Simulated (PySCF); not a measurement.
(3E)-2,4-difluoropenta-1,3-diene (C5H6F2), SMILES C/C(=C\C(F)=C)F. Heavy atoms are numbered as in [CH2:1]=[C:2]([F:3])/[CH:4]=[C:5](\[CH3:6])[F:7]. Hydrogens are named by the atom that carries them.

Geometry: r2SCAN-D4/def2-SVP. Other conformers were not sampled.

Level of theory: PBE/def2-TZVP in PySCF.

ESP charges are fitted to the potential on shells at 1.4 to 2.0 van der Waals radii. Atomic charges (e), one atom of each kind:

```json
[
 {"atom": "C1 (CH2)", "ESP fit": "-0.76", "Löwdin": "-0.21", "meta-Löwdin": "-0.34"},
 {"atom": "C2", "ESP fit": "0.59", "Löwdin": "-0.33", "meta-Löwdin": "0.28"},
 {"atom": "F3", "ESP fit": "-0.20", "Löwdin": "0.20", "meta-Löwdin": "-0.26"},
 {"atom": "C4 (CH)", "ESP fit": "-0.69", "Löwdin": "-0.15", "meta-Löwdin": "-0.22"},
 {"atom": "C5", "ESP fit": "0.57", "Löwdin": "-0.31", "meta-Löwdin": "0.30"},
 {"atom": "C6 (CH3)", "ESP fit": "-0.63", "Löwdin": "-0.27", "meta-Löwdin": "-0.37"},
 {"atom": "F7", "ESP fit": "-0.21", "Löwdin": "0.21", "meta-Löwdin": "-0.25"},
 {"atom": "H on C1", "ESP fit": "0.26", "Löwdin": "0.13", "meta-Löwdin": "0.14"},
 {"atom": "H on C4", "ESP fit": "0.24", "Löwdin": "0.17", "meta-Löwdin": "0.14"},
 {"atom": "H on C6", "ESP fit": "0.18", "Löwdin": "0.14", "meta-Löwdin": "0.14"}
]
```

Computed Mayer and Wiberg (Löwdin basis) orders of the bonds:
| bond | Mayer | Wiberg |
|---|---|---|
| C1–C2 | 1.76 | 1.99 |
| C2–F3 | 1.05 | 1.68 |
| C2–C4 | 1.08 | 1.31 |
| C4–C5 | 1.73 | 1.83 |
| C5–C6 | 1.01 | 1.31 |
| C5–F7 | 1.05 | 1.70 |
